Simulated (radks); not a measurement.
Task: The mean radii <r> (bohr) of the occupied orbitals of an atom or ion are listed with their occupations. Method: scalar-relativistic Kohn-Sham, PBEsol, spin-polarised, spherical densities, finite nucleus; Fermi nuclear charge, rms radius of each element as measured or else 0.836 A^(1/3) + 0.57 fm; computed with a radial shooting solver on a logarithmic mesh with Libxc functionals.

| orbital | occ. | <r> |
|---|---|---|
| 1s up | 1 | 0.02966 |
| 1s down | 1 | 0.02963 |
| 2s up | 1 | 0.1232 |
| 2s down | 1 | 0.1237 |
| 2p up | 3 | 0.1064 |

Name the element and its charge. Open shells, if any, are filled with parallel spins first.

Result: Z = 49, indium, charge +42: In42+ in [He] 2s2 2p3. The 1s radius gives Z: for a bare nucleus <r> = (2 gamma + 1)/(2Z) with gamma = sqrt(1 - (Z/c)^2), 0.02926 bohr for Z = 49, and screening makes it slightly larger (0.02966 here). The occupations add up to 7, and the charge is Z minus that.
